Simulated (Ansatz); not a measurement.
```xyz
12

F    -2.019    0.774   -2.230
Al   -0.647   -0.019   -1.819
F     0.165   -0.829   -2.987
N    -0.056   -0.002   -0.155
Si    1.283   -0.997    0.350
Si   -0.780    1.012    1.064
H     1.431   -2.137   -0.589
H     1.012   -1.509    1.721
H     2.552   -0.224    0.385
H    -1.517    2.120    0.406
H    -1.718    0.242    1.923
H     0.294    1.569    1.931
```

The species carries charge 0 and has multiplicity 1.

Task: List the CAM-B3LYP/def2-TZVPP orbital energies in eV (Ansatz). (An estimate is asked.)

Result: Computed: Occupied: -1801.48, -1801.48, -1527.43, -673.09, -673.09, -391.31, -146.01, -146.01, -115.47, -101.36, -101.36, -101.33, -101.33, -101.32, -101.32, -76.20, -76.06, -76.01, -33.94, -33.70, -25.05, -17.42, -16.53, -15.36, -14.45, -14.13, -13.85, -13.44, -13.30, -13.02, -12.54, -12.50, -11.30, -11.11, -11.04, -9.55. Lowest empty: -0.29, 0.86, 1.45, 1.77, 1.95, 2.01, 2.15, 2.60.
